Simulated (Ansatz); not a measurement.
Consider the silylene formation by 1,1-elimination: `FC([SiH3])(Cl)Cl` → `FC(Cl)Cl` + `[SiH2]`.

Gas-phase electronic energies from Ansatz, PBE0-D4/def2-TZVP geometries. CBS: MP2 limit from def2 TZ/QZ plus the TZ coupled-cluster correction, frozen cores. This one scheme is used for every species. DFT in def2-TZVPP. B3LYP here is the variant with VWN-RPA as its local correlation; programs differ in this.

Q: Is it downhill or uphill in electronic energy at CCSD(T)/CBS, and by how much? (Estimate.)

A: Computed: Uphill: ΔE = +220.4 kJ/mol.

Q: What do these levels give: revPBE-D4, B3LYP-D4, CAM-B3LYP-D4, ωB97X-V, revPBE, BLYP? (An estimate is asked.)

A: Ansatz gave: revPBE-D4 220.0, B3LYP-D4 215.6, CAM-B3LYP-D4 221.1, ωB97X-V 228.4, revPBE 197.2, BLYP 189.2 kJ/mol.

Largest T1 diagnostic among the species: 0.014.

Leaving LDA and LC-ωPBE aside and taking each functional with its dispersion term where it has one, the values, not all of them listed here, spread over 29.6 kJ/mol, from BLYP-D4 to r2SCAN-D4. LDA lies +36.8 kJ/mol from PBE without D4. From BLYP to BHLYP (50 % exact exchange), in def2-TZVPP and without D4, ΔE moves by +18.3 kJ/mol. The D4 term adds +16.2 kJ/mol with B3LYP and +8.6 kJ/mol with PBE0; it sums over pairs of atoms, weighted by their polarisabilities, and B3LYP, whose exchange is more repulsive, gets the larger term.
